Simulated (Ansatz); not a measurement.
Program: Ansatz. Geometries: PBE0-D4/def2-TZVP. ΔE: electronic, gas phase. CCSD(T)/CBS adds triple-zeta CCSD(T) − MP2 to the extrapolated MP2 energy (def2 sets, frozen cores). This one scheme is used for every species, atoms too. DFT in def2-TZVPP. HSE06 is defined as in plane-wave codes. Open shells (•) are unrestricted, without spin–orbit coupling. Spin–orbit coupling would lower the free atoms: a little for Al, C, F, Si. Each species was taken in one conformer, which may not be the lowest.

Consider the atomization: `[CH3][AlH][SiH2]F` → Al• + C• + F• + 6 H• + Si•.

Q: What is ΔE at CCSD(T)/CBS? (An estimate is asked.)

A: Computed: +3291.8 kJ/mol.

Q: What do these levels give: PBE-D4, B97M-V, PBE0-D4, HSE06-D4, CAM-B3LYP-D4, ωB97X-V, ωB97M-V, B2PLYP, BLYP, MP2/def2-SVP, SCS-MP2/def2-TZVPP, CCSD/CBS(def2)? (An estimate is asked.)

A: Computed: PBE-D4 3278.1, B97M-V 3306.3, PBE0-D4 3250.3, HSE06-D4 3251.7, CAM-B3LYP-D4 3293.2, ωB97X-V 3298.6, ωB97M-V 3282.1, B2PLYP 3241.7, BLYP 3213.3, MP2/def2-SVP 3092.3, SCS-MP2/def2-TZVPP 3233.2, CCSD/CBS(def2) 3259.7 kJ/mol.

Largest T1 diagnostic among the species: 0.018.

Leaving LDA and LC-ωPBE aside and taking each functional with its dispersion term where it has one, the values, not all of them listed here, spread over 90.8 kJ/mol, from revPBE-D4 to B97M-V. LDA lies +386.7 kJ/mol from PBE without D4, its usual overbinding. From r2SCAN to r2SCAN0 (25 % exact exchange), in def2-TZVPP and without D4, ΔE moves by −36.8 kJ/mol: exact exchange takes away binding that semilocal exchange gives to molecules.

For atomizations the MP2-based limit and the directly extrapolated one differ by several kJ/mol either way, and by 10 to 25 for some Ge, Se and Sn compounds, so smaller differences from it don't rank the levels.
